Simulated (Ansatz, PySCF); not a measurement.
This PySCF input computes a r2SCAN/def2-TZVPD energy:

```python
from pyscf import gto, scf, dft

mol = gto.M(
    atom='''
    Li   -0.00000000   -0.00000000   -0.42399676
    H     0.00000000    0.00000000    1.27199027
    ''',
    basis='def2-tzvpd',
    charge=-1,
    spin=1,
    symmetry='C2v',
    verbose=4,
)

mf = dft.UKS(mol, xc='r2scan').density_fit(auxbasis='def2-universal-jkfit')
mf.grids.level = 4
mf.conv_tol = 1e-9
mf.max_cycle = 100
mf.max_memory = 1500
mf.kernel()
if not mf.converged:
    mf = mf.newton()
    mf.kernel(mf.make_rdm1())
mf.analyze()
```

**Question.** Write an input for the same energy in Ansatz (a program for electronic structure) and say what it gives.

**Answer.** 
Ansatz 0.2 input:
```yaml
crystal:
  periodic: [false, false, false]
  atoms:
    - {symbol: Li, position_ang: [-0.00000000, -0.00000000, -0.42399676]}
    - {symbol: H, position_ang: [0.00000000, 0.00000000, 1.27199027]}
basis:
  gaussian:
    orbitals: def2-TZVPD
hamiltonian:
  xc: {name: r2SCAN}
total_charge: -1
magnetization: {spin_polarized: true, initial_magnetization: 1}
output: {forces: true}
```
It gives -8.07492 Eh, and PySCF -8.07528 Eh, a difference of 0.36 mEh, from the treatment of integrals and grids.
